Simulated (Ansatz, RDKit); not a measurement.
Pair of molecules: NH3 (SMILES N) (first 4 atoms) with H2Se (SMILES [SeH2]); geometry from B3LYP-D3(BJ)/def2-TZVP, rigid monomers moved along the line of their centres of mass till N1···H7 is 1.93 Å.
(charge 0, multiplicity 1):
```tsv
atom	x (Å)	y (Å)	z (Å)
N	-0.0681	-0.1982	0.0157
H	-0.9794	-0.3057	-0.4151
H	0.3835	0.6005	-0.4148
H	0.4788	-1.0217	-0.2082
Se	-0.3629	0.1846	3.4029
H	0.9649	0.8043	3.5240
H	-0.2124	0.0320	1.9314
```

Counterpoise-corrected where a basis set is named; no monomer relaxation. RDKit's UFF carries no charges.

Cores are frozen in the correlated methods. Filled d and f shells under p-block atoms count as core. CBS: X⁻³ extrapolation of the correlation energy, Hartree–Fock from the larger set.

The values were computed with Ansatz (an electronic-structure program) with Gaussian orbitals; RDKit for the force fields. Each number belongs to the level named beside it.

Task: Give the interaction energy at the level PBE/def2-TZVPPD.

Result: -3.3 kcal/mol

Task: Predict the interaction energy from CCSD(T)/CBS(aug-cc-pVDZ, aug-cc-pVTZ).

Result: -2.1 kcal/mol

Task: Give the interaction energy at the level UFF.

Result: 25.2 kcal/mol
